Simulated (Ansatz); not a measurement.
## Group exchange: CH6O4Sn + C3H7FO → Sn(OH)4 + C4H9FO

Gas-phase species: CH6O4Sn `C[O][Sn]([OH])([OH])[OH]`, singlet; C3H7FO (2-fluoroethyl methyl ether) `COCCF`, singlet; Sn(OH)4, singlet; C4H9FO `CCOCCF`, singlet. The partners trade CH3 for H: O–CH3 and C–H bonds give way to O–H and C–CH3.

Shapes, held fixed at every level: PBE0-D4/def2-TZVP. Flexible molecules stand in one conformer, not always the lowest. Programs: Ansatz 0.2.0. The zero-point and thermal change to 298 K, harmonic and unscaled (PBE0-D4/def2-TZVP), is -0.7 kJ/mol.

| level | kind | ΔH(298 K) (kJ/mol) |
| --- | --- | --- |
| HF/def2-SVP | Hartree–Fock | -61.5 |
| HF/def2-TZVPP | Hartree–Fock | -71.8 |
| r2SCAN-D4/def2-TZVPP | meta-GGA | -72.3 |
| B3LYP-D4/def2-TZVPP | global hybrid | -66.1 |
| BHLYP-D4/def2-TZVPP | global hybrid | -69.1 |
| PBE0-D4/def2-TZVPP | global hybrid | -73.2 |
| CCSD/def2-SVP | coupled cluster or CI | -64.6 |
| MP2/def2-TZVPP | perturbation theory | -78.3 |

MP2/def2-TZVPP gives ΔH(298 K) = -78.3 kJ/mol; the levels span -78.3 to -61.5. The median of the levels is -70.4. No measured value is set beside it here. For atoms past krypton def2 sets carry core potentials with scalar relativity. Outer-core shells of Sn are correlated, in sets that cover them unevenly. MP2/def2-TZVPP lies outside the range of the other correlated levels here, so it shouldn't be taken on trust.
